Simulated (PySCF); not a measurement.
# `C#C[C@@H]1[C](=C)[GeH2][C@@]1(F)Cl`, C$_{6}$H$_{6}$ClFGe

Geometry:
```csv
atom,x (Å),y (Å),z (Å)
C1,2.499,-1.180,-0.277
C2,1.393,-0.804,-0.535
C3,0.043,-0.342,-0.787
C4,-0.171,0.976,-0.057
C5,0.116,2.187,-0.490
Ge6,-1.024,0.121,1.502
C7,-0.969,-1.208,-0.010
F8,-0.615,-2.514,0.123
Cl9,-2.551,-1.154,-0.827
H10,3.475,-1.514,-0.086
H11,-0.140,-0.303,-1.865
H12,0.556,2.356,-1.462
H13,-0.074,3.062,0.110
H14,-2.405,0.511,1.954
H15,-0.137,-0.185,2.684
```

Level of theory: TDDFT BHandHLYP/def2-SVPD circular dichroism and optical rotation, one conformer, gas phase in PySCF 2.14.0. Geometry: GFN2-xTB.

The calculation is non-relativistic, which matters for the atoms heavier than Zn.

**Question.** Draw the ECD and absorption spectra from the lowest 12 states, each a Gaussian of half-width 0.2 eV at 1/e height.

**Answer.** 
```
E (eV)  λ (nm)  Δε (L mol⁻¹ cm⁻¹)  ε (L mol⁻¹ cm⁻¹)
  5.48     226              +0.07              2.48
  5.58     222              +0.67              23.6
  5.68     218              +3.84               136
  5.78     214             +13.41               473
  5.88     211             +28.36              1000
  5.98     207             +36.13              1300
  6.08     204             +26.50              1100
  6.18     201              +6.55               880
  6.28     197             -11.35              1300
  6.38     194             -18.63              2700
  6.48     191              -9.65              5220
  6.58     188              +9.20              8720
  6.68     186             +21.98             13600
  6.78     183             +23.79             20800
  6.88     180             +20.37             26700
  6.98     178             +11.69             24400
  7.08     175              -5.43             15400
  7.18     173             -30.41              7730
  7.28     170             -53.03              4490
  7.38     168             -49.84              3470
  7.48     166             -13.67              2720
```
Δε uses R in velocity form, ε uses f in length form. Only the states computed contribute, so the short-wavelength end is incomplete.
